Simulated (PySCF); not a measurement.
RbSi: energy against distance

Set-up: Rb def2-SVPD with ECP28, Si def2-SVPD; scalar-relativistic core potentials (PySCF 2.14). Energies in eV from Rb + Si in their ground configurations at the same level. All curves are PBE0. state 1: ⁴Σ⁻ (quartet), unpaired electrons σ ↑, π ↑↑; state 2: Ms = 0.5 determinant of mixed spin (⟨S²⟩ near 1.8), unpaired electrons σ ↓, π ↑↑, a second solution, started from another occupation; state 3: Ms = 0.5 determinant of mixed spin (⟨S²⟩ near 1.8), unpaired electrons σ ↑, π ↑↓, a mixture of terms (⟨Lz²⟩ = 2.0), a second solution, started from another occupation; state 4: ²Π (doublet), unpaired electrons π ↑, a second solution, started from another occupation.

```tsv
R (Å)	state 1	state 2	state 3	state 4
2.772	-1.220	-0.753	-0.734	0.0848
2.901	-1.418	-0.951	-0.933	-0.2631
3.030	-1.526	-1.063	-1.044	-0.4933
3.126	-1.564	-1.104	-1.083	-0.6071
3.223	-1.574	-1.119	-1.096	-0.6816
3.320	-1.562	-1.114	-1.087	-0.7253
3.449	-1.522	-1.084	-1.052	-0.7468
3.610	-1.446	-1.023	-0.982	-0.7322
3.803	-1.333	-0.931	-0.877	-0.6773
4.061	-1.168	-0.799	-0.724	-0.5755
```

Task: Put a parabola through the three lowest points of the state 1 curve and estimate Re, k and ωe (reduced mass 21.04 u; 1 eV/Å² = 0.16022 mdyn/Å; ωe = 1302.8·√(k/μ) cm⁻¹).

Result: Through R = 3.126, 3.223, 3.32 Å the second-order coefficient is 1.17 eV/Å², so Re ≈ 3.219 Å, k ≈ 0.375 mdyn/Å and ωe ≈ 174 cm⁻¹. A polynomial fit of higher order to the unrounded PBE0 energies gives Re = 3.215 Å, k = 0.374 mdyn/Å, ωe = 174 cm⁻¹; anharmonicity and rounding make the difference.

The higher-order fit for each curve: state 1: Re = 3.215 Å, ωe = 174 cm⁻¹, De = 1.57 eV; state 2: Re = 3.241 Å, ωe = 162 cm⁻¹, minimum 1.12 eV below the ground-state fragments; state 3: Re = 3.227 Å, ωe = 169 cm⁻¹, minimum 1.10 eV below the ground-state fragments; state 4: Re = 3.468 Å, ωe = 149 cm⁻¹, minimum 0.75 eV below the ground-state fragments.

⟨S²⟩ of the unrestricted solution departs from its pure value on part of the curve, where spin states mix. Spin–orbit coupling is left out. The state is the lowest determinant that a PBE0 search found; another state may lie lower at other levels.
